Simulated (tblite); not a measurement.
Run record: molecular-dynamics run, `CCN([SiH3])[SiH3]`.

Computed with GFN2-xTB (tblite), gas phase: Langevin dynamics at 200 K from the optimised GFN2-xTB geometry, time step 0.5 fs, friction 0.01 fs⁻¹, 2000 steps. A driver script takes a list of jobs; this job's settings line and coordinates (Å) are shown. «temperature» is in K, «steps» counts time steps and «every» is the stride of the printed frames; «frames» go on to single points.

Command:
```bash
OMP_NUM_THREADS=1 python probes_run.py task.json out
```

Input:
```
{"job": {"kind": "md", "xc": "GFN2-xTB", "basis": "xTB", "temperature": 200, "steps": 2000, "every": 50, "frames": 5}, "charge": 0, "multiplicity": 1}
C      1.770401     0.516377     0.242175
C      1.002207    -0.744533    -0.139023
N     -0.436272    -0.561870    -0.129979
Si    -1.239469    -0.659321     1.405945
Si    -1.152929     0.174060    -1.529404
H      1.540446     1.318131    -0.455554
H      1.489833     0.835359     1.243201
H      2.841086     0.326390     0.220120
H      1.311338    -1.062676    -1.139384
H      1.260227    -1.545340     0.560666
H     -2.645038    -0.928608     1.125130
H     -1.117179     0.575438     2.195973
H     -0.598474    -1.758560     2.131567
H     -2.567016    -0.182211    -1.508783
H     -1.008763     1.637950    -1.545750
H     -0.458000    -0.391634    -2.688309
```

Output:
```
t/fs     T/K      E/eV
    0.0   162.6   -444.19029
   25.0   105.0   -443.93358
   50.0   112.8   -443.95268
   75.0   138.2   -443.96362
  100.0   151.1   -443.88273
  125.0   178.0   -443.91380
  150.0   157.8   -443.91158
  175.0   140.1   -443.92744
  200.0   163.2   -443.83098
  225.0   230.5   -443.95095
  250.0   161.8   -443.75548
  275.0   204.0   -443.80732
  300.0   212.7   -443.81885
  325.0   151.9   -443.79194
  350.0   191.2   -443.81061
  375.0   203.7   -443.92159
  400.0   233.5   -443.91376
  425.0   223.3   -443.88300
  450.0   195.1   -443.83803
  475.0   189.4   -443.79869
  500.0   211.8   -443.73775
  525.0   285.3   -443.84936
  550.0   238.0   -443.85093
  575.0   225.1   -443.88793
  600.0   217.7   -443.86245
  625.0   189.3   -443.74668
  650.0   230.4   -443.90927
  675.0   182.7   -443.86359
  700.0   207.8   -443.84069
  725.0   163.5   -443.68849
  750.0   201.9   -443.82874
  775.0   228.9   -443.77793
  800.0   164.4   -443.63650
  825.0   224.0   -443.87657
  850.0   166.9   -443.86000
  875.0   154.5   -443.74559
  900.0   173.8   -443.74445
  925.0   171.6   -443.78997
  950.0   170.5   -443.80015
  975.0   167.9   -443.82948
 1000.0   200.8   -443.75238
```

E is the potential energy; T comes from the kinetic energy over all 3N coordinates.

**Question.** Sum up the printed frames.

**Answer.** 41 frames over 1000 fs. T runs from 105 K (25 fs) to 285 K (525 fs), with a mean of 187 K over all frames and 199 K from 500 fs on. E starts at -444.190 eV, peaks 0.554 eV above that at 800 fs, and averages 0.387 eV above it from 500 fs on.

**Question.** Give the last frame.

**Answer.** 0.68 Å rms from the start after alignment:
```
atom  x, y, z in Å  |  force x, y, z in eV/Å
C1      1.205    0.414    0.968    1.664   1.051   0.628
C2      0.303   -0.750    0.993   -0.799  -2.150  -0.892
N3     -1.061   -0.393    0.674   -0.244   0.425  -0.899
Si4    -2.186   -0.094    1.935    0.476   0.698   0.793
Si5    -1.496   -0.149   -1.011   -0.668   0.123   0.620
H6      1.084    0.927    0.011    0.025   0.293   0.434
H7      1.084    1.065    1.867   -0.557  -0.155  -0.962
H8      2.260    0.126    1.078   -0.151  -0.260  -0.373
H9      0.537   -1.530    0.169    0.409   0.936   1.367
H10     0.320   -1.238    1.982    0.080  -0.048  -0.393
H11    -3.139    0.952    1.476    0.298  -0.315   0.285
H12    -1.282    0.329    3.128   -0.871  -0.255  -0.762
H13    -2.827   -1.379    2.168   -0.263  -0.131   0.268
H14    -2.679   -1.044   -1.180    0.369   0.313  -0.145
H15    -1.859    1.277   -1.248    0.075  -0.383   0.057
H16    -0.392   -0.482   -1.893    0.158  -0.143  -0.026
```

On one thread of an Arm Neoverse N1 (shared host), this took 18 s wall and 0.18 GiB of memory at its peak.
